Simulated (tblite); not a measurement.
**Question.** What does the GFN2-xTB structure of InChI=1S/C5H7FNO/c1-7-4-2-5(6)8-3-4/h2-3,5,7H,1H3/t5-/m1/s1 look like in three dimensions? (Doublet state.)

**Answer.** 
```xyz
15
C5H7FNO angstrom
C     -2.3192    0.4875   -0.1459
N     -1.3244   -0.5593   -0.1390
C      0.0030   -0.2365   -0.0080
C      0.5814    1.0114   -0.2407
O      1.9419    0.9680   -0.1183
C      2.2915   -0.3184    0.2874
F      2.8558   -0.2274    1.5687
C      1.0386   -1.1091    0.2913
H     -2.3313    1.0753    0.7802
H     -2.1244    1.1598   -0.9810
H     -3.2985    0.0355   -0.2877
H     -1.5897   -1.3903    0.3691
H      0.1623    1.9595   -0.5049
H      3.1166   -0.7042   -0.3321
H      0.9919   -2.1438    0.5541
```

Orientation and origin are arbitrary. Atoms count from 1 in this order. Of the pairs four or more bonds apart, C4···H10 is among the closest relative to their van der Waals radii: 2.81 Å, 97 % of the sum of Bondi's values. The 3 C–C bonds span 1.387 Å (C3–C8, drawn single in one of several resonance forms) to 1.482 Å (C6–C8, drawn single), a spread of 0.095 Å. C3 (carbon bonded to 2 C and N) is planar (angles 126.6°, 126.5° and 106.8°, sum 359.9°, 0.03 Å off the plane of its three neighbours). C4 (carbon bonded to C, O and H) is planar (angles 132.2°, 116.1° and 111.7°, sum 360.0°, 0.01 Å off the plane of its three neighbours).

Bonds between heavy atoms (Å): C1–N2 1.444, N2–C3 1.372, C3=C4 1.395, C4–O5 1.367, O5–C6 1.393, C6–F7 1.403, C6–C8 1.482, C3–C8 1.387.

The geometry is computed with GFN2-xTB (gas phase). This method treats the open shell by occupation alone, without spin polarisation.

Point group: C1 (no symmetry element, even within 0.4 Å). Its GFN2-xTB frequencies are all real (lowest 84 cm⁻¹). Torsions: C1–N2–C3–C4 -19°.

Hardware: one thread of an AMD EPYC 9B14 (shared host). Cost: 0.35 s. These figures are those of the optimisation.

One conformer stands for the species.
